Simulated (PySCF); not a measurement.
C₇H₉N.
SMILES with atom numbers: `[CH3:1][CH2:2][c:3]1[cH:4][cH:5][cH:6][cH:7][n:8]1`

Geometry (PBE0-D3(BJ)/def2-TZVP, Å), atoms numbered from 1 in this order:
```xyz
17
C7H9N angstrom
C     -2.4566   -0.3080    0.4946
C     -1.4638   -0.3319   -0.6629
C     -0.0558   -0.1425   -0.1852
C      0.5494    1.1121   -0.1929
C      1.8360    1.2453    0.2978
C      2.4827    0.1205    0.7828
C      1.8016   -1.0864    0.7508
N      0.5673   -1.2243    0.2827
H     -3.4763   -0.4713    0.1395
H     -2.2148   -1.0912    1.2158
H     -2.4283    0.6515    1.0169
H     -1.5219   -1.2960   -1.1731
H     -1.7154    0.4460   -1.3891
H      0.0122    1.9685   -0.5844
H      2.3284    2.2114    0.2983
H      3.4912    0.1720    1.1742
H      2.2758   -1.9927    1.1187
```

NICS = −σ at a ghost point: NICS(0) at the centroid of the ring atoms, NICS(1) 1 Å to either side along the normal of their mean plane, zz for the tensor component along that normal. Level: GIAO B97-2/pcSseg-2 (PySCF, non-relativistic, gas phase) on the PBE0-D3(BJ)/def2-TZVP geometry, one conformer.

Ring bond lengths (Å): C3–C4 1.393, C4–C5 1.383, C5–C6 1.385, C6–C7 1.386, C7–N8 1.327, N8–C3 1.333.

**Question.** What do the NICS probes read (ppm)?

**Answer.** 
```json
{"ring": "C3–C4–C5–C6–C7–N8", "type": "6-membered ring with N; formal bonds all aromatic", "NICS(0)": "-7.0", "NICS(1), two faces": "-9.9 / -9.8", "NICS(1)zz, two faces": "-28.2 / -27.6", "rms pucker (Å)": "0.00", "centre to ring atoms, mean (Å)": "1.37"}
```

**Question.** What do they say, and how far can they be read as aromaticity?

**Answer.** 
- C3–C4–C5–C6–C7–N8: mean NICS(1)zz -27.9 ppm, shielded, aromatic by this magnetic criterion (flat ring, no four-coordinate atom).

**Question.** How equal are the bonds by HOMA? HOMA = 1 − mean of α(R − Ropt)² over the ring bonds, with Krygowski's 1993 parameters (CC: Ropt 1.388 Å, α 257.7 Å⁻²; CN: Ropt 1.334 Å, α 93.52 Å⁻²).

**Answer.** 
- C3–C4–C5–C6–C7–N8: HOMA 1.00; the largest term is that of C3–C4, α(R − Ropt)² = 0.01. The geometric and the magnetic index point the same way.

**Question.** Give the inner angles of the rings.

**Answer.** 
- C3–C4–C5–C6–C7–N8: C3 122.0°, C4 119.3°, C5 118.7°, C6 118.0°, C7 123.7°, N8 118.3°; sum 720.0° against 720° for a flat convex ring.

**Question.** What are the shieldings of the ring atoms and their hydrogens in the same run (means over atoms taken as equivalent)?

**Answer.** 
```
atoms                          environment  σ isotropic (ppm)  principal values of the symmetric part, first atom (ppm)
   C3          substituted aromatic carbon               11.0                                       -88.6, -23.7, 145.4
   C4                   aromatic CH carbon               57.8                                        -50.7, 58.9, 165.2
   C5                   aromatic CH carbon               42.7                                        -73.1, 23.8, 177.5
   C6                   aromatic CH carbon               59.6                                        -53.5, 56.0, 176.1
   C7  aromatic CH next to a ring nitrogen               27.5                                        -84.0, 24.0, 142.3
   N8               pyridine-type nitrogen              -89.3                                     -377.8, -168.4, 278.2
  H14                    aromatic hydrogen              24.32                                          21.0, 22.5, 29.5
  H15                    aromatic hydrogen              23.88                                          20.9, 23.4, 27.4
  H16                    aromatic hydrogen              24.44                                          21.9, 23.8, 27.7
  H17                    aromatic hydrogen              22.77                                          18.9, 22.5, 26.9
```

**Question.** How do the values depend on the level or the medium?

**Answer.** 
```
                               level  NICS(0), C3–C4–C5–C6–C7–N8  mean NICS(1)zz, C3–C4–C5–C6–C7–N8
                 B97-2/pcSseg-2, gas                        -7.0                              -27.9
                   KT3/pcSseg-2, gas                        -6.9                              -26.9
                  PBE0/pcSseg-2, gas                        -6.9                              -28.1
               wB97X-D/pcSseg-2, gas                        -6.8                              -28.2
   WP04/pcSseg-2, IEF-PCM chloroform                        -7.4                              -27.4
wB97X-D/pcSseg-2, IEF-PCM chloroform                        -6.6                              -28.2
```

The geometry is the same throughout; the continuum's cavity takes Bondi-type radii × 1.2.
